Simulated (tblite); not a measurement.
Compound: C7H11P.
Geometry (GFN2-xTB, Å), atoms numbered from 1 in this order:
```xyz
19
C7H11P angstrom
C     -1.748    1.197    1.788
C     -1.707    1.050    0.600
C     -1.627    0.830   -0.821
P     -0.303   -0.402   -1.318
C     -0.819   -1.781   -0.191
C      1.141    0.221   -0.370
C      1.330    1.503   -0.095
C      2.177   -0.820   -0.062
H     -1.799    1.349    2.824
H     -1.431    1.769   -1.346
H     -2.575    0.427   -1.194
H     -0.105   -2.598   -0.261
H     -0.895   -1.434    0.838
H     -1.790   -2.146   -0.524
H      2.229    1.844    0.395
H      0.606    2.265   -0.324
H      1.885   -1.395    0.817
H      2.280   -1.511   -0.898
H      3.142   -0.358    0.137
```

Level: GFN2-xTB in tblite, geometry and Hessian alike; calculated harmonic values, unscaled, isolated species. The method is semi-empirical: single wavenumbers can be off by several per cent or more. One conformer, not necessarily the lowest.

Harmonic wavenumbers (cm⁻¹): 34.4, 77.9, 123.7, 146.8, 185.0, 207.1, 228.7, 254.1, 292.8, 301.8, 373.1, 404.9, 470.4, 606.9, 632.8, 634.6, 672.9, 700.2, 726.9, 786.3, 878.6, 887.8, 890.8, 948.8, 1000.9, 1004.3, 1032.4, 1108.8, 1188.3, 1195.5, 1310.6, 1392.7, 1406.1, 1425.0, 1443.1, 1453.9, 1479.6, 1485.7, 1681.5, 2281.4, 2918.5, 2942.4, 2993.3, 2995.7, 3003.2, 3007.2, 3023.0, 3026.3, 3077.8, 3130.9, 3398.9.

A = 2148, B = 1444, C = 1186 MHz; mass 126.060 u (most abundant isotopes); point group C1, symmetry number 1.

Question: Zero-point energy?

Answer: Half the sum of the wavenumbers: 33437 cm⁻¹ = 399.99 kJ/mol.

Question: Give the ideal-gas entropy at 350 K and 1 bar in the rigid-rotor, harmonic-oscillator model (classical rotation).

Answer: Translation 172.51, rotation 122.75, vibration 159.13: S = 454.4 J/(mol K).

Question: And Cp and H(350 K) − H(0)?

Answer: Cp = 193.76 J/(mol K), of which vibrations give 160.51 (their classical limit is 51 R = 424.0); H(350 K) − H(0) = 40.83 kJ/mol without the zero-point energy, 29.19 from vibrations.

Question: How do the functions run with temperature in this model?

Answer: 
```
 T (K)  S (J/(mol K))  Cp (J/(mol K))  H − H(0) (kJ/mol)  G − H(0) (kJ/mol)  ln q(vib)
    50          244.7            54.9               2.11             -10.13       0.63
   100          291.8            83.8               5.59             -23.59       1.87
298.15          425.0           173.0              31.32             -95.40       7.61
373.15          467.1           202.5              45.42            -128.87       9.77
   500          532.4           244.3              73.87            -192.33      13.33
   750          643.3           302.7             142.76            -339.74      19.92
  1000          736.2           342.4             223.68            -512.50      25.93
```

q(vib) and H(0) count from the zero-point level.

Question: Which modes carry the vibrational entropy at 350 K?

Answer: 34.4 cm⁻¹: 24.59; 77.9 cm⁻¹: 17.82; 123.7 cm⁻¹: 14.03; 146.8 cm⁻¹: 12.64; 185.0 cm⁻¹: 10.79; 207.1 cm⁻¹: 9.90 J/(mol K); the other 45 give 69.37 together.

Hindered rotation and anharmonicity are outside this model. Other conformers, if any are populated, would add a mixing term that is left out. The structure is chiral; the term R ln 2 for an equal mix with its mirror image is left out.
